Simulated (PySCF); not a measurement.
**Radial density of Se (selenium, neutral)**

TPSS, [Ar] 3d10 4s2 4p4, high-spin 3P determinant. All numbers are calculated (PySCF 2.14, the spin-free X2C one-electron Hamiltonian (Gaussian nucleus), in jorge-DZP-DKH).

```tsv
r (bohr)	4πr²ρ (e/bohr)	4πr²(ρα − ρβ)
0.000743	0.3340	0.0000
0.00125	0.8088	0.0000
0.00210	1.938	0.0000
0.00354	4.518	0.0000
0.00595	9.933	0.0000
0.0100	19.77	0.0002
0.0168	33.17	0.0013
0.0283	42.02	0.0070
0.0476	37.25	0.0275
0.0801	36.51	0.0650
0.135	49.52	0.0500
0.227	32.65	-0.0112
0.381	29.85	0.1507
0.641	25.46	0.0275
1.08	6.358	0.3700
1.81	3.483	1.0542
3.05	1.105	0.4362
5.13	0.04402	0.0201
```

Densities and radii are taken from the X2C orbitals without a picture-change correction, which distorts them close to the nucleus.

Where is the radial spin density 4πr²(ρα − ρβ) most negative, and why is it negative at all?

Around r = 0.227 bohr, down to -0.0112 e/bohr: exchange with the open shell polarises the paired shells in an unrestricted calculation.
